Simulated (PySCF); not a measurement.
**How methods differ on the excitation energy of Au**

Au [Xe] 4f14 5d10 6s1 (2S) → Au [Xe] 4f14 5d9 6s2 (2D), as a difference of total energies. Calculation: PySCF 2.14, in def2-TZVPPD with the def2 core potential (60 electrons); scalar relativity through the core potential. Correlated levels: valence: 5s2 5p6 frozen. The calculations carry no spin-orbit coupling.

| method | excitation energy (eV) |
| --- | --- |
| UHF | 1.768 |
| MP2 (valence) | 1.995 |
| SCS-MP2 (valence) | 1.863 |
| CCSD (valence) | 1.828 |
| CCSD(T) (valence) | 1.831 |

Task: How much does correlation contribute at CCSD(T) (valence)?

Result: 1.831 − (1.768) = 0.063 eV, measured against UHF.

Errors of the correlated levels include the incompleteness of this basis and the frozen core.

For comparison: 1.745 eV (measured; NIST levels, between the centres of gravity of the two terms).
